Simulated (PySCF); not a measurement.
C7H12BF: full NMR table

| Property | Result |
| --- | --- |
| Formula | C7H12BF |
| SMILES | F/C=C\[C@@H]1CBCCC1 |
| Point group of the computed structure | C1 |
| Carbon signals | 7 |
| Proton signals | 12 |

Atom-mapped SMILES (the numbers label the heavy atoms): `[F:1]/[CH:2]=[CH:3]\[C@@H:4]1[CH2:5][BH:6][CH2:7][CH2:8][CH2:9]1` (H(Xn): hydrogen on atom n). Ha(C5), Ha(C7), Ha(C8), Ha(C9) are cis to C3 on the ring; Hb(C5), Hb(C7), Hb(C8), Hb(C9) are trans to C3 on the ring.

All values are calculated (PySCF): NMR shieldings at PBE0/pcSseg-1/GIAO, PBE0-D3(BJ)/def2-SVP structure. One conformer, non-relativistic, isolated molecule.

Referencing at the same level of theory: ¹H (σref 31.27) and ¹³C (σref 184.41) against TMS; ¹⁹F (σref 177.25) vs CFCl3; ¹¹B (σref 100.73) vs BF3·OEt2.

| carbon | δC, type | δH (multiplicity) | HMBC from (2–3 bonds) | span of the C tensor (ppm) |
| --- | --- | --- | --- | --- |
| C2 | 153.9, CH | 6.59 (m) | H(C3), H(C4) | 141 |
| C3 | 126.6, CH | 4.62 (m) | H(C2), H(C4), Hb(C5), Hb(C9), Ha(C9), Ha(C5) | 194 |
| C4 | 30.8, CH | 2.71 (m) | H(B6), H(C2), H(C3), Hb(C5), Ha(C8), Hb(C9), Hb(C8), Ha(C9), Ha(C5) | 30 |
| C5 | 38.1, CH2 | Ha(C5) 0.55 (m); Hb(C5) 2.10 (m) | H(B6), H(C3), H(C4), Hb(C7), Hb(C9), Ha(C9), Ha(C7) | 49 |
| C7 | 29.9, CH2 | Hb(C7) 2.10 (m); Ha(C7) 0.75 (m) | H(B6), Hb(C5), Ha(C8), Hb(C9), Hb(C8), Ha(C9), Ha(C5) | 54 |
| C8 | 25.0, CH2 | Hb(C8) 1.51 (m); Ha(C8) 1.83 (m) | H(B6), H(C4), Hb(C7), Hb(C9), Ha(C9), Ha(C7) | 18 |
| C9 | 36.1, CH2 | Ha(C9) 1.02 (m); Hb(C9) 1.60 (m) | H(C3), H(C4), Hb(C5), Hb(C7), Ha(C8), Hb(C8), Ha(C7), Ha(C5) | 18 |

Other nuclei:
| atoms | nucleus | environment | δ (ppm) | σ (ppm) |
| --- | --- | --- | --- | --- |
| H(B6) | ¹H | hydrogen on a boron bonded to 2 C, in a 6-membered ring | 7.62 | 23.65 |
| F1 | ¹⁹F | vinylic fluorine | -125.0 | 302.3 |
| B6 | ¹¹B | boron bonded to 2 C, H, in a 6-membered ring | 86.8 | 13.9 |

- δC 153.9, 126.6: alkene CH; an sp2 carbon of a C=C bond.
- δC 36.1, 25.0: sp3 CH2 in a ring; saturated and bonded to C and H only.
- δC 30.8: allylic sp3 CH; saturated and bonded to C and H only.
- δH 6.59, 4.62: hydrogen on an alkene CH; a vinylic proton, deshielded by the sp2 carbon and the C=C anisotropy.
- δH 2.71: hydrogen on an allylic sp3 CH; allylic position.

Hydrogens on boron are broadened and split by ¹¹B (spin 3/2, 80 %) and 10B (spin 3). A carbon bonded to boron is broadened by the quadrupolar boron nucleus and is often missing from a measured spectrum. Splittings by ¹⁹F in the carbon and heteronuclear signals aren't shown, as no couplings were computed. Shifts are as computed. Against solution values, carbons near 30 ppm lie about +2 ppm off and those near 130 ppm about +5 ppm. Of 1211 compounds with measured shifts, 218 miss one by over three times the rms of a fit or turn the order of signals round; such compounds aren't used in these exercises. Unscaled 19F shifts against computed CFCl3 carry errors that often reach 10 to 50 ppm. Multiplicities follow the n + 1 count of equivalent neighbours, as no J values were calculated; m marks all less simple cases, F and P coupling included.
